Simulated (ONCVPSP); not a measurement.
# Configuration tests for Ne (ONCV)

ONCVPSP 4.0.1 input, shortened (lines: element, Z, core and valence counts, functional; n l f; lmax; l rc ep ncon nbas qcut; lloc lpopt rc5 dvloc0; l nproj debl; icmod fcfact rcfact), LDA (Perdew-Zunger), fully relativistic:

```
  Ne 10.00    1    2        3      upf
    1    0    2.00
    2    0    2.00
    2    1    6.00
    1
    0    0.70    0.00    4    8   12.10
    1    1.10    0.00    3    6   12.90
    4    2    0.60    3.00
    0    2    0.70
    1    2    0.80
    1    0.70    0.00
```

Open shells are filled in proportion to 2j + 1.

In the s channel the program set the typed energies aside and used -1.327, 0.250 Ha.

Energies are relative to the spin-unpolarised reference configuration 2s2 2p6; without spin polarisation the order of configurations can differ from experiment.

| valence configuration | charge | ΔE all-electron (eV) | error AE − PS (meV) |
| --- | --- | --- | --- |
| 2s2 2p5 | +1 | 22.653 | +14 |
| 2s2 2p4 | +2 | 66.055 | +114 |
| 2s2 2p3 | +3 | 133.579 | +438 |
| 2s2 2p5.5 | +0.5 | 8.962 | +1.5 |

Levels in the configuration 2s2 2p3:

| level | all-electron (eV) | pseudo (eV) |
| --- | --- | --- |
| 2s j=1/2 | -102.833 | -102.728 |
| 2p j=3/2 | -80.569 | -80.066 |
| 2p j=1/2 | -80.725 | -80.215 |
